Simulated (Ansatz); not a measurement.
Species: sum formula SiOCl₃ (charge 0, doublet). It need not be the lowest isomer of its formula. 
Structure (B3LYP-D3(BJ)/def2-TZVP (Ansatz, an electronic-structure program) minimum search):
```
Si
O 1 1.6434
Cl 1 2.0291 2 112.19
Cl 1 2.0291 2 112.19 3 122.59
Cl 1 2.0344 2 100.16 4 118.70
```
Charge 0, spin multiplicity 2.

Dipole moments at this geometry, in debye (magnitudes).

| level | program | dipole (D) |
|---|---|---|
| SVWN5/def2-TZVPD | Ansatz | 1.58 |
| PBE/def2-TZVPD | Ansatz | 1.32 |
| revPBE/def2-TZVPD | Ansatz | 1.25 |
| r2SCAN/def2-TZVPD | Ansatz | 1.00 |
| r2SCAN0/def2-TZVPD | Ansatz | 0.80 |
| LC-wPBE/def2-TZVPD | Ansatz | 0.73 |
| wB97M-V/def2-TZVPD | Ansatz | 0.80 |
| wB97X-V/def2-TZVPD | Ansatz | 0.77 |
| CCSD(T)/aug-cc-pV(D+d)Z | Ansatz | 0.77 |
